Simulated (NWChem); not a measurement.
Program: NWChem. System: F₅Te, charge 0, spin multiplicity 2, at a geometry optimised with UPBE0/def2-SVP with def2 effective core potentials on Te. The structure started from a generated list of species. Its SCF solution wasn't tested for a lower state. Level: UPBE0/def2-SVP with def2 effective core potentials on Te.

The NWChem input:

```
start mol
memory heap 200 mb stack 900 mb global 1100 mb
geometry units angstroms nocenter noautoz
  F      1.926501     0.000000    -0.179808
  Te     0.000000     0.000000    -0.170005
  F      0.000000    -1.926495    -0.179998
  F      0.000000     1.926495    -0.179998
  F      0.000000     0.000000     1.701864
  F     -1.926501     0.000000    -0.179808
  symmetry group C2v
end
basis spherical
  * library def2-svp
end
ecp
  Te library def2-ecp
end
dft
  xc pbe0
  odft
  mult 2
  semidirect memsize 60000000 filesize 0
  iterations 100
end
task dft energy
```

NWChem printed:

```
             Northwest Computational Chemistry Package (NWChem) 7.3.0
             --------------------------------------------------------

                                NWChem Input Module
                                -------------------

 Scaling coordinates for geometry "geometry" by  1.889725989
 (inverse scale =  0.529177249)

 Turning off AUTOSYM since
 SYMMETRY directive was detected!

                             Geometry "geometry" -> ""
                             -------------------------

 Output coordinates in angstroms (scale by  1.889725989 to convert to a.u.)

  No.       Tag          Charge          X              Y              Z
 ---- ---------------- ---------- -------------- -------------- --------------
    1 F                    9.0000     1.92650100     0.00000000    -0.17980800
    2 Te                  52.0000     0.00000000     0.00000000    -0.17000500
    3 F                    9.0000     0.00000000    -1.92649500    -0.17999800
    4 F                    9.0000     0.00000000     1.92649500    -0.17999800
    5 F                    9.0000     0.00000000     0.00000000     1.70186400
    6 F                    9.0000    -1.92650100     0.00000000    -0.17980800

 Effective nuclear repulsion energy (a.u.)     795.3498877122

            Nuclear Dipole moment (a.u.)
            ----------------------------
        X                 Y               Z
 ---------------- ---------------- ----------------
     0.0000000000     0.0000000000     0.0000151178

      Symmetry information
      --------------------

 Group name             C2v
 Group number             16
 Group order               4
 No. of unique centers     4

      Symmetry unique atoms

     1    2    3    5


 Summary of "ao basis" -> "" (spherical)
 ------------------------------------------------------------------------------
       Tag                 Description            Shells   Functions and Types
 ---------------- ------------------------------  ------  ---------------------
 *                          def2-svp                  on all atoms

                                 NWChem DFT Module
                                 -----------------

 Summary of "ao basis" -> "ao basis" (spherical)
 ------------------------------------------------------------------------------
       Tag                 Description            Shells   Functions and Types
 ---------------- ------------------------------  ------  ---------------------
 F                          def2-svp                 6       14   3s2p1d
 Te                         def2-svp                10       26   4s4p2d

 Summary of "ao basis" -> "ao basis" (spherical)
 ------------------------------------------------------------------------------
       Tag                 Description            Shells   Functions and Types
 ---------------- ------------------------------  ------  ---------------------
 F                          def2-svp                 6       14   3s2p1d
 Te                         def2-svp                10       26   4s4p2d

      Symmetry analysis of basis
      --------------------------

        a1         39
        a2         11
        b1         23
        b2         23

            General Information
            -------------------
          SCF calculation type: DFT
          Wavefunction type:  spin polarized.
          No. of atoms     :     6
          No. of electrons :    69
           Alpha electrons :    35
            Beta electrons :    34
          Charge           :     0
          Spin multiplicity:     2
          Use of symmetry is: on ; symmetry adaption is: on
          Maximum number of iterations: 100
          AO basis - number of functions:    96
                     number of shells:    40
          Convergence on energy requested:  1.00D-06
          Convergence on density requested:  1.00D-05
          Convergence on gradient requested:  5.00D-04

              XC Information
              --------------
                         PBE0 Method XC Functional
                     Hartree-Fock (Exact) Exchange  0.250
          PerdewBurkeErnzerhof Exchange Functional  0.750
            Perdew 1991 LDA Correlation Functional  1.000 local
           PerdewBurkeErnz. Correlation Functional  1.000 non-local

             Grid Information
             ----------------
          Grid used for XC integration:  medium
          Radial quadrature: Mura-Knowles
          Angular quadrature: Lebedev.
          Tag              B.-S. Rad. Rad. Pts. Rad. Cut. Ang. Pts.
          ---              ---------- --------- --------- ---------
          F                   0.50       49           8.0       434
          Te                  1.40      123           6.0       590
          Grid pruning is: on
          Number of quadrature shells:   270
          Spatial weights used:  Erf1

          Convergence Information
          -----------------------
          Convergence aids based upon iterative change in
          total energy or number of iterations.
          Levelshifting, if invoked, occurs when the
          HOMO/LUMO gap drops below (HL_TOL):  1.00D-02
          DIIS, if invoked, will attempt to extrapolate
          using up to (NFOCK): 10 stored Fock matrices.

                    Damping( 0%)  Levelshifting(0.5)       DIIS
                  --------------- ------------------- ---------------
          dE  on:    start            ASAP                start
          dE off:    2 iters        100 iters           100 iters

      Screening Tolerance Information
      -------------------------------
          Density screening/tol_rho:  1.00D-10
[...]
    61      0.237074  4 F  px                90      0.237056  6 F  py

 Vector   35  Occ=1.000000D+00  E=-3.590440D-01  Symmetry=a1
              MO Center= -3.9D-15, -3.1D-15, -4.6D-01, r^2= 3.1D+00
   Bfn.  Coefficient  Atom+Function         Bfn.  Coefficient  Atom+Function
  ----- ------------  ---------------      ----- ------------  ---------------
    17      0.547686  2 Te s                 18      0.327604  2 Te s
    27     -0.310452  2 Te pz                 4     -0.266116  1 F  px
    45      0.266154  3 F  py                59     -0.266154  4 F  py
    86      0.266116  6 F  px                16     -0.218991  2 Te s
    15     -0.200505  2 Te s                  7      0.194073  1 F  px

 Vector   36  Occ=0.000000D+00  E=-8.659117D-02  Symmetry=a1
              MO Center=  3.3D-15, -4.2D-15,  1.6D-01, r^2= 2.6D+00
   Bfn.  Coefficient  Atom+Function         Bfn.  Coefficient  Atom+Function
  ----- ------------  ---------------      ----- ------------  ---------------
    17      0.739431  2 Te s                 27      0.579657  2 Te pz
    30      0.517627  2 Te pz                74     -0.349426  5 F  pz
    77      0.298764  5 F  pz                71     -0.270186  5 F  s
    16     -0.225613  2 Te s                 24     -0.196090  2 Te pz
    15     -0.193881  2 Te s                 21     -0.150570  2 Te pz

 Vector   37  Occ=0.000000D+00  E=-8.703592D-03  Symmetry=b1
              MO Center=  1.3D-15, -1.1D-16, -2.3D-01, r^2= 2.8D+00
   Bfn.  Coefficient  Atom+Function         Bfn.  Coefficient  Atom+Function
  ----- ------------  ---------------      ----- ------------  ---------------
    25      0.760504  2 Te px                28      0.745840  2 Te px
     3     -0.356161  1 F  s                 85      0.356161  6 F  s
     7      0.275314  1 F  px                89      0.275314  6 F  px
     4     -0.260359  1 F  px                86     -0.260359  6 F  px
    22     -0.253665  2 Te px                19     -0.194373  2 Te px

 Vector   38  Occ=0.000000D+00  E=-8.695554D-03  Symmetry=b2
              MO Center=  3.8D-16, -1.1D-15, -2.3D-01, r^2= 2.8D+00
   Bfn.  Coefficient  Atom+Function         Bfn.  Coefficient  Atom+Function
  ----- ------------  ---------------      ----- ------------  ---------------
    26      0.760516  2 Te py                29      0.745850  2 Te py
    43      0.356170  3 F  s                 57     -0.356170  4 F  s
    48      0.275322  3 F  py                62      0.275322  4 F  py
    45     -0.260363  3 F  py                59     -0.260363  4 F  py
    23     -0.253667  2 Te py                20     -0.194375  2 Te py

                     DFT Final Beta Molecular Orbital Analysis
                     -----------------------------------------

 Vector   32  Occ=1.000000D+00  E=-4.519447D-01  Symmetry=b1
              MO Center= -1.7D-13,  2.4D-14,  2.0D-01, r^2= 3.9D+00
   Bfn.  Coefficient  Atom+Function         Bfn.  Coefficient  Atom+Function
  ----- ------------  ---------------      ----- ------------  ---------------
     6      0.350448  1 F  pz                88     -0.350448  6 F  pz
    72     -0.310687  5 F  px                 9     -0.245045  1 F  pz
    91      0.245045  6 F  pz                44      0.235523  3 F  px
    58      0.235523  4 F  px                75      0.219176  5 F  px
    47     -0.169134  3 F  px                61     -0.169134  4 F  px

 Vector   33  Occ=1.000000D+00  E=-4.491461D-01  Symmetry=a1
              MO Center=  2.2D-13, -2.1D-13, -1.6D-01, r^2= 4.2D+00
   Bfn.  Coefficient  Atom+Function         Bfn.  Coefficient  Atom+Function
  ----- ------------  ---------------      ----- ------------  ---------------
     6      0.272366  1 F  pz                46     -0.272331  3 F  pz
    60     -0.272331  4 F  pz                88      0.272366  6 F  pz
     9     -0.200009  1 F  pz                49      0.199987  3 F  pz
    63      0.199987  4 F  pz                91     -0.200009  6 F  pz
     4      0.187942  1 F  px                45      0.187956  3 F  py

 Vector   34  Occ=1.000000D+00  E=-4.405748D-01  Symmetry=a2
              MO Center= -2.9D-14, -1.2D-13, -1.8D-01, r^2= 4.1D+00
   Bfn.  Coefficient  Atom+Function         Bfn.  Coefficient  Atom+Function
  ----- ------------  ---------------      ----- ------------  ---------------
     5      0.344257  1 F  py                44      0.344284  3 F  px
    58     -0.344284  4 F  px                87     -0.344257  6 F  py
     8     -0.238270  1 F  py                47     -0.238291  3 F  px
    61      0.238291  4 F  px                90      0.238270  6 F  py

 Vector   35  Occ=0.000000D+00  E=-2.416974D-01  Symmetry=a1
              MO Center=  1.8D-16, -1.5D-16, -4.4D-01, r^2= 3.1D+00
   Bfn.  Coefficient  Atom+Function         Bfn.  Coefficient  Atom+Function
  ----- ------------  ---------------      ----- ------------  ---------------
    17      0.587991  2 Te s                 18      0.368025  2 Te s
     4     -0.268556  1 F  px                45      0.268591  3 F  py
    59     -0.268591  4 F  py                86      0.268556  6 F  px
    27     -0.256501  2 Te pz                16     -0.237254  2 Te s
    15     -0.217082  2 Te s                  7      0.213450  1 F  px

 Vector   36  Occ=0.000000D+00  E=-7.071032D-02  Symmetry=a1
              MO Center= -3.8D-16, -5.4D-18,  1.0D-01, r^2= 2.7D+00
   Bfn.  Coefficient  Atom+Function         Bfn.  Coefficient  Atom+Function
  ----- ------------  ---------------      ----- ------------  ---------------
    17      0.669219  2 Te s                 27      0.606332  2 Te pz
    30      0.554253  2 Te pz                74     -0.338628  5 F  pz
    77      0.304381  5 F  pz                71     -0.295804  5 F  s
    24     -0.206734  2 Te pz                16     -0.200680  2 Te s
    15     -0.170540  2 Te s                 21     -0.158533  2 Te pz

 Vector   37  Occ=0.000000D+00  E= 1.350071D-02  Symmetry=b1
              MO Center=  4.0D-14, -1.3D-15, -1.9D-01, r^2= 2.9D+00
   Bfn.  Coefficient  Atom+Function         Bfn.  Coefficient  Atom+Function
  ----- ------------  ---------------      ----- ------------  ---------------
    28      0.784238  2 Te px                25      0.724201  2 Te px
     3     -0.366109  1 F  s                 85      0.366109  6 F  s
     7      0.293305  1 F  px                89      0.293305  6 F  px
     4     -0.269353  1 F  px                86     -0.269353  6 F  px
    22     -0.244145  2 Te px                19     -0.186738  2 Te px

   alpha - beta orbital overlaps
   -----------------------------

   alpha      1      2      3      4      5      6      7      8      9     10
    beta      1      2      3      4      5      6      9      7      8     10
 overlap   1.000  1.000  1.000  1.000  1.000  1.000  1.000  1.000  1.000  1.000

   alpha     11     12     13     14     15     16     17     18     19     20
    beta     11     13     14     12     15     17     18     16     19     20
 overlap   1.000  1.000  1.000  1.000  0.988  1.000  1.000  0.988  1.000  0.996

   alpha     21     22     23     24     25     26     27     28     29     30
    beta     21     22     23     28     25     26     24     27     29     30
 overlap   0.984  0.984  0.995  0.723  0.964  0.964  1.000  0.999  0.893  0.893

   alpha     31     32     33     34     35     36     37     38     39     40
    beta     33     31     32     34     35     36     37     38     39     42
 overlap   0.723  0.886  0.886  1.000  0.997  0.997  0.998  0.998  0.996  0.996

   alpha     41     42     43     44     45     46     47     48     49     50
    beta     40     41     43     44     45     46     47     48     49     50
 overlap   0.998  0.998  0.998  0.998  1.000  0.999  1.000  0.961  0.993  0.994

   alpha     51     52     53     54     55     56     57     58     59     60
    beta     51     52     53     54     55     56     57     58     59     60
 overlap   0.994  0.961  0.995  0.995  0.993  1.000  0.998  0.998  1.000  1.000

   alpha     61     62     63     64     65     66     67     68     69     70
    beta     61     62     63     64     65     66     67     68     69     70
 overlap   0.998  0.998  1.000  1.000  1.000  1.000  1.000  0.995  0.995  0.995

   alpha     71     72     73     74     75     76     77     78     79     80
    beta     71     75     76     72     73     74     80     81     77     78
 overlap   0.994  0.863  0.863  0.999  0.998  0.920  0.836  0.835  0.993  0.999

   alpha     81     82     83     84     85     86     87     88     89     90
    beta     79     82     83     84     86     87     85     88     89     90
 overlap   0.993  0.854  0.856  0.920  0.999  0.999  0.999  0.999  0.999  1.000

   alpha     91     92     93     94     95     96
    beta     91     92     93     94     95     96
 overlap   0.999  1.000  1.000  1.000  1.000  1.000

     --------------------------
     Expectation value of S2:
     --------------------------
      <S2> =      0.7572 (Exact =     0.7500)

 center of mass
 --------------
 x =   0.00000000 y =   0.00000000 z =  -0.02876679

 moments of inertia (a.u.)
 ------------------
         722.099457856697           0.000000000000           0.000000000000
           0.000000000000         722.102594712123           0.000000000000
           0.000000000000           0.000000000000        1007.190950647468

     Multipole analysis of the density
     ---------------------------------

     L   x y z        total         alpha         beta         nuclear
     -   - - -        -----         -----         ----         -------
     0   0 0 0     -0.000000    -35.000000    -34.000000     69.000000

     1   1 0 0     -0.000000     -0.000000     -0.000000      0.000000
     1   0 1 0     -0.000000     -0.000000     -0.000000      0.000000
     1   0 0 1     -0.754897     -4.374179     -5.376094      8.995375

     2   2 0 0    -40.853152   -142.239390   -137.179821    238.566058
     2   1 1 0     -0.000000     -0.000000      0.000000      0.000000
     2   1 0 1     -0.000000     -0.000000     -0.000000      0.000000
     2   0 2 0    -40.852140   -142.238571   -137.178140    238.564572
     2   0 1 1      0.000000      0.000000      0.000000      0.000000
     2   0 0 2    -35.952294    -68.868550    -66.808765     99.725021

 Task  times  cpu:        1.5s     wall:        1.5s

 Total times  cpu:        1.5s     wall:        1.5s
```
